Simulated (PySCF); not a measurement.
Highest orbital energy against ionisation energy along the third row

Calculated with PySCF 2.14, no spin-orbit coupling. Each cell gives −ε(HOMO) / ΔSCF in eV; NIST values include spin-orbit coupling, (s) semi-empirical, (t) theoretical.

```json
{"species": "Mg+ (aug-cc-pVQZ with one added diffuse shell each of s, p, d, f, g type, non-relativistic)", "UHF": "14.738 / 14.724", "LDA": "11.989 / 15.354", "PBE": "11.902 / 15.342", "PBE0": "12.709 / 15.236", "r2SCAN": "12.057 / 15.019", "NIST (lowest levels)": "15.035"}
{"species": "Al+ (aug-cc-pV(Q+d)Z with one added diffuse shell each of s, p, d, f, g type, non-relativistic)", "UHF": "17.750 / 17.521", "LDA": "14.895 / 18.899", "PBE": "14.785 / 18.763", "PBE0": "15.739 / 18.656", "r2SCAN": "14.935 / 18.380", "NIST (lowest levels)": "18.829"}
{"species": "Si+ (aug-cc-pV(Q+d)Z with one added diffuse shell each of s, p, d, f, g type, non-relativistic)", "UHF": "16.220 / 15.845", "LDA": "12.079 / 16.369", "PBE": "12.202 / 16.413", "PBE0": "13.345 / 16.438", "r2SCAN": "12.578 / 16.539", "NIST (lowest levels)": "16.346"}
{"species": "P+ (aug-cc-pV(Q+d)Z with one added diffuse shell each of s, p, d, f, g type, non-relativistic)", "UHF": "19.733 / 19.169", "LDA": "14.920 / 19.825", "PBE": "14.987 / 19.786", "PBE0": "16.334 / 19.823", "r2SCAN": "15.418 / 19.947", "NIST (lowest levels)": "19.769 (s)"}
{"species": "S+ (aug-cc-pV(Q+d)Z with one added diffuse shell each of s, p, d, f, g type, non-relativistic)", "UHF": "23.466 / 22.724", "LDA": "17.897 / 23.410", "PBE": "17.925 / 23.319", "PBE0": "19.495 / 23.387", "r2SCAN": "18.478 / 23.517", "NIST (lowest levels)": "23.338"}
{"species": "Cl+ (aug-cc-pV(Q+d)Z with one added diffuse shell each of s, p, d, f, g type, non-relativistic)", "UHF": "23.659 / 22.597", "LDA": "18.350 / 23.984", "PBE": "18.374 / 23.850", "PBE0": "19.956 / 23.845", "r2SCAN": "18.719 / 23.807", "NIST (lowest levels)": "23.814"}
{"species": "Ar+ (aug-cc-pV(Q+d)Z with one added diffuse shell each of s, p, d, f, g type, non-relativistic)", "UHF": "27.633 / 26.372", "LDA": "21.602 / 27.833", "PBE": "21.552 / 27.597", "PBE0": "23.346 / 27.611", "r2SCAN": "21.996 / 27.668", "NIST (lowest levels)": "27.630"}
```

Problem. How far is −ε(HOMO) from ΔSCF on average for each method, and why?

Solution. UHF 0.61 eV; LDA -4.85 eV; PBE -4.76 eV; PBE0 -3.44 eV; r2SCAN -4.39 eV. Hartree-Fock orbital energies lack relaxation and so exceed the ΔSCF value; semilocal functionals have convex E(N) from self-interaction, so their HOMO lies far too high; exact exchange moves hybrids part of the way back.
